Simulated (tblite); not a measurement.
Species: C4H14FPSi2.
Structure used (GFN2-xTB), in Å, numbered top down from 1:
```
atom  x, y, z in Å
C1    -1.1270   -1.1737   -0.6091
C2    -1.0178    0.1255    0.1928
C3    -0.6192   -0.2178    1.6284
C4    -2.3789    0.8240    0.2052
Si5    0.3198    1.2580   -0.5984
F6    -0.2914    1.7999   -2.0012
Si7    2.2507    0.1249   -1.1753
P8     2.8230   -1.3011    0.4606
H9    -0.1838   -1.7208   -0.5895
H10   -1.8981   -1.8170   -0.1856
H11   -1.3887   -0.9701   -1.6458
H12   -1.3564   -0.8816    2.0788
H13   -0.5516    0.6796    2.2403
H14    0.3478   -0.7230    1.6509
H15   -3.1362    0.1721    0.6402
H16   -2.6889    1.0816   -0.8047
H17   -2.3392    1.7392    0.7926
H18    0.4314    2.5033    0.1646
H19    3.3718    1.0297   -1.4821
H20    2.1180   -0.7378   -2.3589
H21    4.1243   -1.4604    0.0337
H22    3.1799   -0.3152    1.3618
```

Calculated harmonic vibrations of the isolated species, GFN2-xTB (tblite), most abundant isotopes, no scaling. Against measured fundamentals such values can be off by several per cent, at times by over 20. Modes of hydrogen on phosphorus and silicon can be 10 to 20 % off. One conformer, not necessarily the lowest.

Harmonic wavenumbers (cm⁻¹): 39.1, 49.3, 83.3, 120.9, 135.6, 145.7, 155.8, 218.4, 245.5, 259.1, 277.0, 282.9, 339.3, 370.3, 389.7, 399.7, 438.7, 504.7, 534.4, 589.0, 614.6, 639.0, 668.5, 687.0, 717.9, 778.9, 806.6, 886.5, 968.5, 972.7, 974.1, 1034.7, 1035.0, 1154.3, 1220.7, 1222.9, 1230.2, 1411.6, 1412.3, 1433.5, 1490.4, 1495.0, 1496.7, 1510.3, 1510.9, 1512.9, 2161.0, 2189.4, 2225.6, 2315.6, 2410.2, 2984.1, 2994.7, 3002.3, 3004.8, 3011.2, 3022.1, 3025.4, 3027.9, 3038.9.

A = 1521, B = 794.6, C = 610.5 MHz; mass 168.036 u (most abundant isotopes); point group C1, symmetry number 1.

Task: Zero-point energy?

Result: ½Σν̃ = 36439 cm⁻¹ = 104.18 kcal/mol.

Task: Entropy at 298.15 K, 1 bar (ideal gas, RRHO, classical rotation)?

Result: Translation 41.29, rotation 30.46, vibration 43.59: S = 115.3 cal/(mol K).

Task: And Cp and H(298.15 K) − H(0)?

Result: Cp = 51.04 cal/(mol K), of which vibrations give 43.09 (their classical limit is 60 R = 119.2); H(298.15 K) − H(0) = 9.19 kcal/mol without the zero-point energy, 6.82 from vibrations.

Task: Blend soft modes into free rotors: weight 1/[1 + (100 cm⁻¹/ν̃)⁴] for the oscillator and the rest for a rotor with moment μB/(μ + B), μ = h/(8π²ν), B = 10⁻⁴⁴ kg m². What vibrational entropy results?

Result: 40.14 cal/(mol K) in place of 43.59, which changes −T·S at 298.15 K by +1.03 kcal/mol.

Task: How do the functions run with temperature in this model?

Result: 
```tsv
T (K)	S (cal/(mol K))	Cp (cal/(mol K))	H − H(0) (kcal/mol)	G − H(0) (kcal/mol)	ln q(vib)
50	62.4	15.5	0.55	-2.56	0.85
100	75.9	24.3	1.55	-6.03	2.63
373.15	127.7	59.0	13.32	-34.32	13.28
500	146.6	70.3	21.55	-51.74	17.90
750	178.4	86.5	41.29	-92.48	26.26
1000	204.9	97.5	64.38	-140.48	33.75
```

q(vib) and H(0) count from the zero-point level.

Task: Which modes carry the vibrational entropy at 298.15 K?

Result: 39.1 cm⁻¹: 5.30; 49.3 cm⁻¹: 4.85; 83.3 cm⁻¹: 3.81; 120.9 cm⁻¹: 3.09; 135.6 cm⁻¹: 2.87; 145.7 cm⁻¹: 2.73 cal/(mol K); the other 54 give 20.95 together.

Hindered rotation and anharmonicity are outside this model. Other conformers, if any are populated, would add a mixing term that is left out. The structure is chiral; the term R ln 2 for an equal mix with its mirror image is left out.
